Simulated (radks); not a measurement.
Species: the iridium ion Ir0.25+. Configuration: [Xe] 4f14 5d7.75 6s1 (fractional occupations, a model configuration). Method: scalar-relativistic Kohn-Sham, PBEsol, spin-unpolarised, spherical densities, finite nucleus; Fermi nuclear charge, rms radius 5.4032 fm; computed with a radial shooting solver on a logarithmic mesh with Libxc functionals.

Normalised radial functions P(r) = r R(r), r in bohr:

```
   r/bohr * 4d, o 5p (the largest magnitude, 1.59, reaches the edge; | marks zero, & curves that meet)
 0.002991                             &
 0.004054                             &
 0.005494                             *o
 0.007446                             *o
  0.01009                             *o
  0.01368                             * o
  0.01854                             |* o
  0.02512                             | * o
  0.03405                             |  * o
  0.04614                             |   o *
  0.06253                             | o       *
  0.08543                           o |             *
   0.1158                       o     |               *
   0.1569                       o     |          *
   0.2127                            &|
   0.2882            *                |       o
   0.3906  *                          |        o
   0.5294    *                        |o
   0.7175              *  o           |
   0.9723          o            *     |
    1.318              o             *|
    1.786                     o       *
     2.42                          o  *
     3.28                            o*
    4.446                             &
    6.025                             &
    8.166                             &
```

4d: eigenvalue -290.71 eV, 1 radial node at r = 0.207 bohr, <r> = 0.479 bohr, 90 % of the charge inside 0.715 bohr. 5p: eigenvalue -54.811 eV, 3 radial nodes at r = 0.0751, 0.218, 0.537 bohr, <r> = 1.14 bohr, 90 % of the charge inside 1.66 bohr.
